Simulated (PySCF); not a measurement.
# `F[SiH2][SiH2][N+]#[C-]`, CH₄FNSi₂

Cartesian coordinates in Å; atom numbers follow the order of the lines, from 1:
```xyz
9

C     2.284    1.086   -1.604
N     1.735    0.443   -0.781
Si    0.812   -0.466    0.409
Si   -1.418    0.160    0.031
F    -2.354   -0.612    1.119
H     1.065   -1.914    0.168
H     1.309   -0.080    1.758
H    -1.579    1.630    0.215
H    -1.841   -0.240   -1.341
```

The calculation used quadratic response LC-wPBE/aug-cc-pVDZ first hyperpolarisability, Taylor convention, gas phase (PySCF). Geometry: PBE0-D3(BJ)/def2-SVP.

Problem. What is the first hyperpolarisability, and how does it disperse?

Solution. In au, Taylor convention; the vector part is βᵢ = ⅓ Σⱼ (βᵢⱼⱼ + βⱼᵢⱼ + βⱼⱼᵢ); β∥ is 3/5 of the vector part along the dipole, the dipole points from − to +:
| process | λ (nm) | β vector norm | β∥ | β HRS | depolarisation ratio |
| --- | --- | --- | --- | --- | --- |
| static β(0;0,0) | ∞ | 161.8 | 93.5 | 61.4 | 7.15 |
| second harmonic β(−2ω;ω,ω) | 1064 | 179.7 | 103.7 | 68.5 | 6.89 |
| Pockels β(−ω;ω,0) | 1064 | 167.4 | 96.7 | – | – |
| second harmonic β(−2ω;ω,ω) | 800 | 195.8 | 112.8 | 74.9 | 6.71 |
| Pockels β(−ω;ω,0) | 800 | 172.0 | 99.3 | – | – |

Problem. Which lowest excitations, dipole and polarisabilities go with it?

Solution. S1 6.52 eV (f = 0.029); S2 7.39 eV (f = 0.038); S3 7.62 eV (f = 0.049); dipole 1.90 D; isotropic α 69.9 au static, 70.6 au at 1064 nm, 71.2 au at 800 nm, 72.9 au at 532 nm, 75.4 au at 400 nm.
